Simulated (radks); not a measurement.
The numbers below are computed, except where a source is named.
How relativity changes the ionisation of neutral antimony ([Kr] 4d10 5s2 5p3) to Sb+ ([Kr] 4d10 5s2 5p2). Spin-unpolarised spherical Kohn-Sham, PBEsol, point nucleus unless stated (finite: rms radius 4.6802 fm), a radial shooting solver on a logarithmic mesh with Libxc functionals. A level marked "c x" has the speed of light scaled by that factor and shares open shells by 2j + 1; other Dirac levels either fill j = l - 1/2 first or share by 2j + 1.

| level | E(Sb) (hartree) | E(Sb+) (hartree) | IE (eV) | HOMO | <r> HOMO (bohr) |
|---|---|---|---|---|---|
| non-rel. | -6312.76239 | -6312.45386 | 8.396 | 5p | 2.923 |
| scalar-rel. | -6478.62827 | -6478.32162 | 8.344 | 5p | 2.907 |
| scalar-rel., finite nucleus | -6478.44628 | -6478.13962 | 8.345 | 5p | 2.907 |
| Dirac, 2j+1 shares | -6480.67240 | -6480.36513 | 8.361 | 5p3/2 | 2.953 |
| Dirac, low j first | -6480.69495 | -6480.40165 | 7.981 | 5p3/2 | 2.968 |
| Dirac, 2j+1 shares, finite nucleus | -6480.48984 | -6480.18257 | 8.361 | 5p3/2 | 2.953 |
| Dirac, c x 0.75 | -6629.62853 | -6629.32168 | 8.350 | 5p3/2 | 2.982 |
| Dirac, c x 1.25 | -6417.49516 | -6417.18751 | 8.372 | 5p3/2 | 2.941 |
| Dirac, c x 10 | -6314.33066 | -6314.02215 | 8.395 | 5p3/2 | 2.923 |

NIST Atomic Spectra Database: 8.608 eV (measured). The relativistic part of the total energy of Sb is -167.7 hartree (Dirac, 2j+1 shares, finite nucleus), 2.7 % of the non-relativistic value. Spin polarisation and multiplet splitting of open shells are left out at every level.

Beside tabulated values, note that relativity, absent from the non-relativistic runs, is large for the heavy elements, and spin-unpolarised runs miss the spin-polarisation part of the exchange energy of open shells.
